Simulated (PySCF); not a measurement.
Work out the structure from these simulated measurements.

Elements present: C, H, O and S. Monoisotopic mass: 124.0194 u.

* Dipole: 3.27 D [PBE0/pcSseg-1]
* NMR, other nuclei: isotropic shieldings of nuclei other than C and H, by class: 95 (2 O), 127 (1 O), 178 (1 S) ppm [GIAO PBE0/pcSseg-1]
* 13C NMR: chemical shifts (computed TMS as zero) by class: 61.7 (1 C), 19.5 (1 C), 14.9 (1 C) ppm [GIAO PBE0/pcSseg-1]
* Rotational structure: rotational constants A, B, C: 3.956, 1.640, 1.553 GHz [GFN2-xTB]
* 1H NMR: chemical shifts (computed TMS as zero) by class: 4.79 (1 H), 3.04 (2 H), 1.98 (2 H), 1.29 (3 H) ppm [GIAO PBE0/pcSseg-1]

Gas-phase values; electronic properties from PySCF, density fitting. Levels stand in brackets. Geometry: GFN2-xTB, one conformer, isolated molecule. NMR classes are plain means over equivalent atoms (diastereotopic ones count apart unless rotation or inversion swaps them), as if these changed places fast.

**Question.** Which formula fits the mass and the elements?

**Answer.** C3H8O3S (calculated 124.0194). No other formula that holds each of these elements comes within 0.0003 u with a fitting electron parity and a possible valence count.

**Question.** Propose a structure and show how it fits.

**Answer.** Numbering: `[CH3:1][CH2:2][CH2:3][S:4](=[O:5])(=[O:6])[OH:7]`. 3 carbons fall into 3 classes; from least to most shielded: sp3 carbon bound to sulfur [C3] (61.7 ppm), chain CH2 carbon [C2] (19.5 ppm), methyl carbon [C1] (14.9 ppm). Hydrogen classes from least to most shielded: 1 H on a hydroxyl oxygen, O7 (4.79 ppm), 2 H on an sp3 carbon bound to sulfur, C3 (3.04 ppm), 2 H on a chain CH2 carbon, C2 (1.98 ppm), 3 H on a methyl carbon, C1 (1.29 ppm, a mean of values up to 1.1 ppm apart in this geometry). The other shieldings belong to: 95 ppm, sulfonyl oxygen [O5/O6]; 127 ppm, hydroxyl oxygen [O7]; 178 ppm, sulfonyl sulfur [S4]. The optimised geometry has point group C1 and is an asymmetric top. Structure: `CCCS(=O)(=O)O`. The assignments are read from this structure; whether some other isomer fits the data as well wasn't checked.

Shape of the structure used: `[CH3:1][CH2:2][CH2:3][S:4](=[O:5])(=[O:6])[OH:7]`: C1–C2–C3–S4 72°, C2–C3–S4–O5 -82°, H–O7–S4–C3 -133°.
